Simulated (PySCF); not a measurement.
**Spectroscopy problems**

Rapidly exchanging positions averaged, one computed conformer, isolated molecule, non-relativistic Hamiltonian. Shielding tensors at PBE0/pcSseg-1 (GIAO); coordinates at the GFN2-xTB level; PySCF 2.14.

References, each an isolated molecule treated in the same way: 1H and 13C vs TMS. Splittings of carbon signals by F and P are missing where no couplings were computed. Where no couplings were computed, multiplicities follow the n + 1 count of equivalent neighbours, and m marks all less simple cases (inequivalent or close neighbours, rings, F or P nearby). Shifts are as computed. Against solution values, carbons near 30 ppm lie about +3 ppm off and those near 130 ppm about +5 ppm. Of 1211 compounds with measured shifts, 218 miss one by over three times the rms of a fit or turn the order of signals round; such compounds aren't used in these exercises.

Q: C₆H₁₀Si. 1H NMR (600 MHz, computed): δ 5.52 (m, 1H), 5.47 (m, 1H), 3.97 (t, 3H), 2.00 (q, 2H), 1.95 (s, 3H). 13C{1H} NMR (computed): δ 135.2, 127.4, 97.1, 87.4, 27.2, 1.2. Give a structure.

A: `C=C(C)C#CC[SiH3]`. The formula gives 3 degrees of unsaturation (no ring in the answer). 6 carbon signals for 6 carbons: no two carbons are equivalent. Carbon types of the structure: 3 × C, 2 × CH2, 1 × CH3, leaving 3 H on heteroatoms. δC 135.2: fully substituted alkene carbon; an sp2 carbon of a C=C bond. δC 127.4: terminal =CH2 carbon; an sp2 carbon of a C=C bond. δC 97.1, 87.4: alkyne carbon; sp carbons lie upfield of alkene carbons because the cylindrical π system leaves one tensor component strongly shielded. δH 1.95: hydrogen on an allylic methyl carbon; allylic position.

The data come from this structure; uniqueness wasn't tested.

Q: C₆H₁₃OP. 1H NMR (300 MHz, computed): δ 2.02 (m, 2H), 1.91 (m, 2H), 1.71 (m, 1H), 1.70 (m, 2H), 1.29 (m, 3H), 1.08 (m, 2H), 1.08 (m, 1H). 13C{1H} NMR (computed): δ 36.3, 31.2, 28.0, 14.9. Give a structure.

A: SMILES P1(C)(=O)CCCCC1. 4 carbon signals for 6 carbons: some carbons are equivalent by symmetry or fast rotation. Carbon types of the structure: 5 × CH2, 1 × CH3, which accounts for all hydrogens. δC 31.2, 28.0: sp3 CH2 in a ring; a saturated carbon with 2 carbon neighbours and no heteroatom attached. δC 14.9: methyl carbon bonded to P. δH 1.91, 1.70: hydrogen on an sp3 CH2 bonded to P. δH 1.29: hydrogen on a methyl carbon bonded to P.

The data come from this structure; uniqueness wasn't tested.
